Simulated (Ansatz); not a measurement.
`N=[CH][Al]([F])[SH]` and `[F][Al]([SH])[SH]` differ in one atom or group.

Ansatz, PBE0-D4/def2-TZVP geometries, multiplicity 1. Each molecule was computed in one conformer, which needn't be the lowest.

| property | `N=[CH][Al]([F])[SH]` |
| --- | --- |
| HOMO–LUMO gap (PBE/def2-TZVPP) / eV | 3.39 |
| HOMO energy (PBE/def2-TZVPP) / eV | -6.16 |
| LUMO energy (B3LYP/def2-TZVPP) / eV | -2.01 |
| ideal-gas entropy at 298 K and 1 bar (rigid rotor, harmonic PBE0-D4/def2-TZVP) / J/(mol·K) | 350 |
| LUMO energy (ωB97M-V/def2-TZVPP) / eV | 0.25 |
| HOMO–LUMO gap (PBE0/def2-TZVPP) / eV | 5.78 |

**Question.** Give the same properties after the change, and the shifts. (An estimate is asked.)

**Answer.** Computed: 
| property | `[F][Al]([SH])[SH]` | shift |
| --- | --- | --- |
| HOMO–LUMO gap (PBE/def2-TZVPP) / eV | 5.03 | 1.64 |
| HOMO energy (PBE/def2-TZVPP) / eV | -6.67 | -0.51 |
| LUMO energy (B3LYP/def2-TZVPP) / eV | -1.08 | 0.93 |
| ideal-gas entropy at 298 K and 1 bar (rigid rotor, harmonic PBE0-D4/def2-TZVP) / J/(mol·K) | 334 | -16 |
| LUMO energy (ωB97M-V/def2-TZVPP) / eV | 0.85 | 0.60 |
| HOMO–LUMO gap (PBE0/def2-TZVPP) / eV | 7.08 | 1.30 |

With PBE0 the HOMO falls by 0.32 eV and the LUMO rises by 0.97 eV, so the gap widens by about 1.29 eV. PBE moves the HOMO by -0.51 eV and ωB97M-V by -0.21 eV. The zero-point energy changes by -56.3 kJ/mol with -6 modes.

B3LYP here is the variant with VWN-RPA as its local correlation; programs differ in this.
